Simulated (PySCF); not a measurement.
Does the structure fit the spectrum?

A compound C$_{6}$H$_{11}$OP gives the data below (simulated from a calculation) and was assigned the structure `C=C[C@@H]1C[P@H](=O)[C@@H]1C`.

¹³C{¹H} NMR (computed): δ 145.3 (CH2), 136.7 (CH), 53.1 (CH), 37.9 (CH2), 20.2 (CH2), 17.9 (CH3).

¹H NMR (600 MHz, computed): δ 6.89 (m, 1H), 6.71 (m, 1H), 6.28 (m, 1H), 2.98 (m, 1H), 2.56 (m, 1H), 2.24 (m, 1H), 2.11 (m, 1H), 1.18 (m, 3H), 0.91 (m, 1H).

PySCF 2.14.0 with density-fitted response routines calculation with coordinates at the GFN2-xTB level and shielding tensors at PBE0/pcSseg-1 (GIAO); one computed conformer, no relativistic terms, rapidly exchanging positions averaged, gas phase.

References, each an isolated molecule treated in the same way: TMS for ¹H and ¹³C.

Q: Compare with the shifts computed for the proposed structure, pairing carbons in order of shift.

A: Atoms are numbered as in `[CH2:1]=[CH:2][C@@H:3]1[CH2:4][P@H:5](=[O:6])[C@@H:7]1[CH3:8]` (H(Xn): hydrogen on atom n).

```json
{"atom": "C2", "computed for proposal": "147.6", "given list": "145.3", "difference": "+2.3"}
{"atom": "C1", "computed for proposal": "123.6", "given list": "136.7", "difference": "-13.1"}
{"atom": "C7", "computed for proposal": "52.3", "given list": "53.1", "difference": "-0.8"}
{"atom": "C4", "computed for proposal": "43.2", "given list": "37.9", "difference": "+5.3"}
{"atom": "C3", "computed for proposal": "33.3", "given list": "20.2", "difference": "+13.1"}
{"atom": "C8", "computed for proposal": "9.9", "given list": "17.9", "difference": "-8.0"}
```

The rms difference is 8.6 ppm and the largest +13.1 ppm at C3 (allylic sp3 CH). The carbon types in order of shift don't match either: CH, CH2, CH, CH2, CH, CH3 for the proposal against CH2, CH, CH, CH2, CH2, CH3 in the data. The proposal doesn't fit.

Q: Which isomer fits?

A: SMILES C=C[P@@]1(=O)CC[C@H]1C.

δC 145.3: terminal =CH2 carbon; an sp2 carbon of a C=C bond. δC 136.7: alkene CH; as expected for a trigonal carbon in a double bond. δC 20.2: sp3 CH2 in a ring; aliphatic region, no heteroatom directly attached. δC 17.9: methyl carbon; saturated and bonded to C and H only.

The shifts were computed for this structure.

Splittings by ³¹P in the carbon and heteronuclear signals aren't shown, as no couplings were computed. Shifts are as computed. Against solution values, carbons near 30 ppm lie about +3 ppm off and those near 130 ppm about +5 ppm. Of 1211 compounds with measured shifts, 218 miss one by over three times the rms of a fit or turn the order of signals round; such compounds aren't used in these exercises. No couplings were computed; multiplicities are counted from neighbouring protons, with m where these are inequivalent, close in shift, in a saturated or five-membered ring or joined by F or P, and br s for small geminal =CH2 splittings.
